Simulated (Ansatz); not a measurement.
cis-Zr(PH3)2Br4 (ZrP₂H₆Br₄). Total charge 0; singlet. Geometry PBE-D4/def2-SVP; atoms count from 1.

```tsv
atom	x (Å)	y (Å)	z (Å)
Br1	2.616	-2.286	-0.700
Br2	2.253	-0.089	2.734
Br3	-0.746	-2.107	1.265
Br4	1.893	1.547	-0.786
P5	-0.744	1.297	1.371
P6	-0.393	-0.741	-1.848
Zr7	1.193	-0.582	0.498
H8	-1.483	1.031	2.566
H9	-1.859	1.591	0.520
H10	-0.353	2.646	1.643
H11	-1.567	0.075	-1.949
H12	-0.997	-1.986	-2.207
H13	0.186	-0.397	-3.109
```

In the def2 sets Zr takes a core potential; there is no spin–orbit coupling. No other spin state of charge 0 was run.

Question: Estimate the Mulliken populations from the PBE0/def2-TZVP orbitals of Ansatz.

Answer: 
```csv
atom,charge (e),d electrons
Br1,-0.34,–
Br2,-0.34,–
Br3,-0.36,–
Br4,-0.36,–
P5,-0.12,–
P6,-0.12,–
Zr7,0.88,2.04
H8,0.13,–
H9,0.11,–
H10,0.13,–
H11,0.11,–
H12,0.13,–
H13,0.13,–
```
Mulliken values and Mayer orders depend strongly on the basis.

Question: And the Mayer bond orders between bonded heavy atoms (over 0.3)?

Answer: Br1–Zr7 1.07 (2.52 Å); Br2–Zr7 1.07 (2.52 Å); Br3–Zr7 0.97 (2.58 Å); Br4–Zr7 0.97 (2.58 Å); P5–Zr7 0.49 (2.84 Å); P6–Zr7 0.49 (2.84 Å).
